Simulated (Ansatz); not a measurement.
InH2(CCH) (C2H3In), 6 atoms. Hardware: 4 threads of Arm Neoverse V1 on a shared host.

In the def2 sets In takes a core potential; there is no spin–orbit coupling. Correlated methods freeze 6 core orbitals; core or outer-core shells of In are correlated, in sets that lack core-valence functions.

Q: How many basis functions does each of these Ansatz runs have, and roughly what does it cost? PBE0-D4/def2-SVP, charge 0 singlet, energy with a search over starts; PBE-D4/def2-TZVP, charge 0 triplet at the geometry of the charge 0 singlet, energy, from earlier orbitals; CCSD(T)/def2-TZVPP, charge 0 singlet, energy, from earlier orbitals; CCSD(T)/def2-TZVPP, charge 1 doublet at the geometry of the charge 0 singlet, energy, from earlier orbitals; r2SCAN0-D4/def2-TZVP, charge 0 singlet, energy, from earlier orbitals; PBE-D4/def2-TZVP, charge 1 doublet at the geometry of the charge 0 singlet, energy, from earlier orbitals; r2SCAN-D4/def2-TZVP, charge 1 doublet at the geometry of the charge 0 singlet, energy, from earlier orbitals; PBE0-D4/def2-TZVP, charge 1 doublet, energy, from earlier orbitals; PBE-D4/def2-TZVP, charge 0 singlet, relaxation, 4 steps; PBE-D4/def2-TZVP, charge 1 doublet, energy, from earlier orbitals; revPBE-D4/def2-TZVP, charge 0 singlet, energy, from earlier orbitals; PBE-D4/def2-TZVP, charge 0 singlet, energy, from earlier orbitals.

A: Other jobs shared the machine, so times can vary by a factor of up to 3. A dash marks memory too small to be measured apart from the calling script's.

| run | functions | fitting or Cholesky vectors | wall time | peak host memory (GiB) |
| --- | --- | --- | --- | --- |
| PBE-D4/def2-TZVP, charge 0 singlet, energy, from earlier orbitals | 130 | 880 | 0.8 s | – |
| revPBE-D4/def2-TZVP, charge 0 singlet, energy, from earlier orbitals | 130 | 880 | 0.8 s | – |
| PBE0-D4/def2-SVP, charge 0 singlet, energy with a search over starts | 69 | 784 | 0.85 s | – |
| PBE-D4/def2-TZVP, charge 1 doublet, energy, from earlier orbitals | 130 | 880 | 1.6 s | – |
| PBE-D4/def2-TZVP, charge 1 doublet at the geometry of the charge 0 singlet, energy, from earlier orbitals | 130 | 880 | 1.7 s | – |
| r2SCAN0-D4/def2-TZVP, charge 0 singlet, energy, from earlier orbitals | 130 | 973 | 1.9 s | – |
| PBE-D4/def2-TZVP, charge 0 triplet at the geometry of the charge 0 singlet, energy, from earlier orbitals | 130 | 880 | 1.9 s | – |
| PBE0-D4/def2-TZVP, charge 1 doublet, energy, from earlier orbitals | 130 | 973 | 2 s | – |
| PBE-D4/def2-TZVP, charge 0 singlet, relaxation, 4 steps | 130 | 880 | 2.8 s | – |
| r2SCAN-D4/def2-TZVP, charge 1 doublet at the geometry of the charge 0 singlet, energy, from earlier orbitals | 130 | 880 | 3.8 s | – |
| CCSD(T)/def2-TZVPP, charge 0 singlet, energy, from earlier orbitals | 154 | 1100 | 16 s | 1.2 |
| CCSD(T)/def2-TZVPP, charge 1 doublet at the geometry of the charge 0 singlet, energy, from earlier orbitals | 154 | 1100 | 74 s | 2.8 |
